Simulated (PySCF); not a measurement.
C₆H₁₃BO₂, charge +1, doublet, geometry from GFN2-xTB (a state made from the parent by changing its charge; the spin is typed, not shown lowest); PySCF with M062X/6-31G.

The PySCF input:
```python
from pyscf import gto, scf, dft

mol = gto.M(
    atom='''
C    -1.72969277   -0.04080963    0.91568295
C    -0.77626925   -0.14906699   -0.29952640
C    -1.17041749   -1.30441677   -1.18094652
O    -0.74828285    1.05022552   -0.97668833
B     0.21566696    1.87872518   -0.47685827
O     1.00655457    1.19963970    0.40562724
C     0.74172185   -0.15188344    0.37591368
C     0.92774225   -0.80958379    1.71752242
C     1.62917612   -0.83481442   -0.69343194
H    -2.71646651    0.18308109    0.50925777
H    -1.43809812    0.77572084    1.57122338
H    -1.76675386   -0.97679102    1.46323278
H    -2.21689995   -1.19119111   -1.47039829
H    -0.60259359   -1.32287425   -2.10774338
H    -1.07303042   -2.25008196   -0.65470317
H     0.34354091    2.99266504   -0.75959864
H     0.41999245   -0.26780681    2.51149026
H     1.98840654   -0.79926831    1.97561696
H     0.60280030   -1.84620237    1.69442261
H     1.48322898   -0.38257540   -1.67101161
H     2.66149540   -0.66194728   -0.38771189
H     1.43630502   -1.90182591   -0.73258185
''',
    basis='6-31g',
    charge=1,
    spin=1,
    verbose=4,
)

mf = dft.UKS(mol)
mf.xc = 'm062x'
mf.kernel()
```

**Question.** What does PySCF print? Leave out banner, timings and long lists.

**Answer.** 
```
PySCF version 2.14.0

[INPUT] verbose = 4
[INPUT] num. atoms = 22
[INPUT] num. electrons = 69
[INPUT] charge = 1
[INPUT] spin (= nelec alpha-beta = 2S) = 1
[INPUT] symmetry False subgroup None
[INPUT] Mole.unit = angstrom
[INPUT] Symbol           X                Y                Z      unit          X                Y                Z       unit  Magmom
[INPUT]  1 C     -1.729692770000  -0.040809630000   0.915682950000 AA   -3.268645614940  -0.077119023945   1.730389992434 Bohr   0.0
[INPUT]  2 C     -0.776269250000  -0.149066990000  -0.299526400000 AA   -1.466936281422  -0.281695785313  -0.566022863077 Bohr   0.0
[INPUT]  3 C     -1.170417490000  -1.304416770000  -1.180946520000 AA   -2.211768507501  -2.464990447590  -2.231665490558 Bohr   0.0
[INPUT]  4 O     -0.748282850000   1.050225520000  -0.976688330000 AA   -1.414049650209   1.984638601829  -1.845673452759 Bohr   0.0
[INPUT]  5 B      0.215666960000   1.878725180000  -0.476858270000 AA    0.407551488518   3.550276053524  -0.901131530534 Bohr   0.0
[INPUT]  6 O      1.006554570000   1.199639700000   0.405627240000 AA    1.902112466729   2.266990481155   0.766524392263 Bohr   0.0
[INPUT]  7 C      0.741721850000  -0.151883440000   0.375913680000 AA    1.401651157106  -0.287018104457   0.710373901677 Bohr   0.0
[INPUT]  8 C      0.927742250000  -0.809583790000   1.717522420000 AA    1.753178766688  -1.529891637987   3.245646986600 Bohr   0.0
[INPUT]  9 C      1.629176120000  -0.834814420000  -0.693431940000 AA    3.078696675482  -1.577570618638  -1.310396452626 Bohr   0.0
[INPUT] 10 H     -2.716466510000   0.183081090000   0.509257770000 AA   -5.133377730453   0.345973118687   0.962357712107 Bohr   0.0
[INPUT] 11 H     -1.438098120000   0.775720840000   1.571223380000 AA   -2.717611587052   1.465899936718   2.969181868713 Bohr   0.0
[INPUT] 12 H     -1.766753860000  -0.976791020000   1.463232780000 AA   -3.338680924918  -1.845867508735   2.765109210686 Bohr   0.0
[INPUT] 13 H     -2.216899950000  -1.191191110000  -1.470398290000 AA   -4.189333751062  -2.251024959917  -2.778650062129 Bohr   0.0
[INPUT] 14 H     -0.602593590000  -1.322874250000  -2.107743380000 AA   -1.138736849518  -2.499870029739  -3.983057729065 Bohr   0.0
[INPUT] 15 H     -1.073030420000  -2.250081960000  -0.654703170000 AA   -2.027733617127  -4.252038662225  -1.237209684185 Bohr   0.0
[INPUT] 16 H      0.343540910000   2.992665040000  -0.759598640000 AA    0.649198232484   5.655317308161  -1.435433394192 Bohr   0.0
[INPUT] 17 H      0.419992450000  -0.267806810000   2.511490260000 AA    0.793670704885  -0.506081525193   4.746028755913 Bohr   0.0
[INPUT] 18 H      1.988406540000  -0.799268310000   1.975616960000 AA    3.757543784894  -1.510398205944   3.733374981446 Bohr   0.0
[INPUT] 19 H      0.602800300000  -1.846202370000   1.694422610000 AA    1.139127474806  -3.488816849823   3.201994672171 Bohr   0.0
[INPUT] 20 H      1.483228980000  -0.382575400000  -1.671011610000 AA    2.802896552218  -0.722962727996  -3.157754293869 Bohr   0.0
[INPUT] 21 H      2.661495400000  -0.661947280000  -0.387711890000 AA    5.029497387790  -1.250899068101  -0.732669287337 Bohr   0.0
[INPUT] 22 H      1.436305020000  -1.901825910000  -0.732581850000 AA    2.714223119138  -3.593930106502  -1.384379060327 Bohr   0.0

nuclear repulsion = 503.552402702812
number of shells = 71
number of NR pGTOs = 250
number of NR cGTOs = 107
basis = 6-31g
ecp = {}

******** <class 'pyscf.dft.uks.UKS'> ********
method = UKS
initial guess = minao
damping factor = 0
level_shift factor = 0
DIIS = <class 'pyscf.scf.diis.CDIIS'>
diis_start_cycle = 1
diis_space = 8
diis_damp = 0
SCF conv_tol = 1e-09
SCF conv_tol_grad = None
SCF max_cycles = 50
direct_scf = True
direct_scf_tol = 1e-13
number electrons alpha = 35  beta = 34
XC library pyscf.dft.libxc version 7.1.2
    S. Lehtola, C. Steigemann, M. J. T. Oliveira, and M. A. L. Marques,  SoftwareX 7, 1–5 (2018)
XC functionals = m062x
    Y. Zhao and D. G. Truhlar,  Theor. Chem. Acc. 120, 215 (2008)
    Y. Zhao and D. G. Truhlar,  Theor. Chem. Acc. 120, 215 (2008)
radial grids:
    Treutler-Ahlrichs [JCP 102, 346 (1995); DOI:10.1063/1.469408] (M4) radial grids

becke partition: Becke, JCP 88, 2547 (1988); DOI:10.1063/1.454033
pruning grids: <function nwchem_prune>
grids dens level: 3
symmetrized grids: False
atomic radii adjust function: <function treutler_atomic_radii_adjust>
small_rho_cutoff = 0
Set gradient conv threshold to 3.16228e-05
tot grids = 254424
init E= -413.262605383189

cycle= 1 E= -411.032209666217  delta_E= 2.23  |g|= 0.576  |ddm|= 2.93
cycle= 2 E= -410.932586658273  delta_E= 0.0996  |g|= 0.821  |ddm|= 1.38
cycle= 3 E= -411.198460067896  delta_E= -0.266  |g|= 0.0584  |ddm|= 0.754
cycle= 4 E= -411.200443858501  delta_E= -0.00198  |g|= 0.039  |ddm|= 0.115
cycle= 5 E= -411.201355160653  delta_E= -0.000911  |g|= 0.0108  |ddm|= 0.0518
cycle= 6 E= -411.201577408024  delta_E= -0.000222  |g|= 0.00711  |ddm|= 0.0269
cycle= 7 E= -411.201753258453  delta_E= -0.000176  |g|= 0.00388  |ddm|= 0.0318
cycle= 8 E= -411.201811201782  delta_E= -5.79e-05  |g|= 0.00171  |ddm|= 0.0205
cycle= 9 E= -411.201826387039  delta_E= -1.52e-05  |g|= 0.000499  |ddm|= 0.0131
cycle= 10 E= -411.201828228478  delta_E= -1.84e-06  |g|= 0.000156  |ddm|= 0.0044
cycle= 11 E= -411.20182837494  delta_E= -1.46e-07  |g|= 8.54e-05  |ddm|= 0.00106
cycle= 12 E= -411.20182839813  delta_E= -2.32e-08  |g|= 6.01e-05  |ddm|= 0.000422
cycle= 13 E= -411.201828404822  delta_E= -6.69e-09  |g|= 2.12e-05  |ddm|= 0.000252
cycle= 14 E= -411.201828405481  delta_E= -6.6e-10  |g|= 8.77e-06  |ddm|= 6.23e-05
Extra cycle  E= -411.201828405617  delta_E= -1.36e-10  |g|= 6.45e-06  |ddm|= 2.42e-05
converged SCF energy = -411.201828405617  <S^2> = 0.75757044  2S+1 = 2.0075562
```
